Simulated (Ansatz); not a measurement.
A search over several starts for the lowest SCF solution of the cluster Na2Cl2⁻ at the given spin, in a small basis.

```yaml
crystal:
  periodic: [false, false, false]
  atoms:
    - {symbol: Na, position_ang: [0.019315, 1.450480, -0.662655]}
    - {symbol: Na, position_ang: [-0.019239, -1.450349, 0.663162]}
    - {symbol: Cl, position_ang: [1.927021, 0.140274, 0.361578]}
    - {symbol: Cl, position_ang: [-1.927096, -0.140405, -0.362095]}
basis:
  gaussian: {orbitals: def2-SVP}
total_charge: -1
magnetization: {spin_polarized: true, initial_magnetization: 1}
hamiltonian: {xc: pbe0, dispersion: d4}
output: {orbitals: {seedname: orbitals}}
```

```sh
$ ansatz run in.yaml --threads 4 --pin off --events-out ev --progress --plain --max-ram 3916MiB
```

Output, abridged:

```
Functional definition: PBE0
589 factors; integrals over basis functions are off by at most 4.1e-4 eV
mean field evaluation 1: about -33858.7118 eV, gradient 2.7e0 eV
mean field evaluation 2: about -33858.7870 eV, gradient 9.1e-1 eV
mean field evaluation 4: about -33858.8748 eV, gradient 3.0e-1 eV
mean field evaluation 8: about -33858.8767 eV, gradient 6.9e-3 eV
mean field evaluation 16: about -33858.5630 eV, gradient 4.7e-1 eV
mean field -33858.87674306 eV, -1244.2907699367 hartree, gradient 2.2e-5 eV, S^2 0.750727; 3 other end points of the search recorded, 0 dependent functions left out
reference -33858.87677598 eV, -1244.2907711464 hartree; 29, 28 occupied and 37, 38 virtual orbitals, 589 factors
Total energy: -33858.95577016 eV, -1244.2936741287 hartree
```

It took 4.2 s on 4 threads of Arm Neoverse V1 on a shared host.

Other converged states that the search met: 0.28 eV higher (⟨S²⟩ = 0.75).

The highest occupied level of the charge -1 doublet lies above zero (up to 1.04 eV). By energy differences its removal costs 0.29 eV (vertical, to the charge 0 singlet, at PBE0-D4/def2-TZVPD). The structure comes from a short search, and lower isomers may exist.
